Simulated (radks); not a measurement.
Au I, configuration [Xe] 4f13 5d10 6s2 (not the ground configuration).

Calculated with a radial shooting solver on a logarithmic mesh with Libxc functionals: scalar-relativistic Kohn-Sham, r2SCAN, spin-unpolarised, spherical densities, finite nucleus; meta-GGA in the generalised Kohn-Sham scheme; Fermi nuclear charge, rms radius 5.4371 fm.

Energy parts (hartree):
part                       energy
total                 -19006.7418
kinetic                21256.7240
electron-nucleus      -47250.1986
Hartree                 7348.6580
exchange-correlation    -361.9252

Orbitals (lengths in bohr, moments of r in powers of bohr; r(90%) holds 90 % of the orbital's charge):
\begin{tabular}{lrrr}
orbital & occ. & eigenvalue (hartree) & r(90%) \\ \hline
1s & 2 & -2971.509 & 0.0308 \\
2s & 2 & -525.8587 & 0.111 \\
2p & 6 & -454.6684 & 0.105 \\
3s & 2 & -125.0598 & 0.269 \\
3p & 6 & -104.3189 & 0.277 \\
3d & 10 & -82.09520 & 0.260 \\
4s & 2 & -27.82958 & 0.581 \\
4p & 6 & -20.97739 & 0.625 \\
4d & 10 & -12.70816 & 0.678 \\
5s & 2 & -4.32261 & 1.31 \\
4f & 13 & -3.55058 & 0.781 \\
5p & 6 & -2.46877 & 1.53 \\
5d & 10 & -0.38192 & 2.34 \\
6s & 2 & -0.25313 & 4.06 \\
\end{tabular}

The highest occupied level is 6s at -6.888 eV. The density falls to 0.001 e/bohr^3 at r = 4.32 bohr. Summed over all electrons, <r^2> = 61.68 bohr^2, which gives a Langevin (diamagnetic) susceptibility term of -48.8 x 10^-6 cm^3/mol.
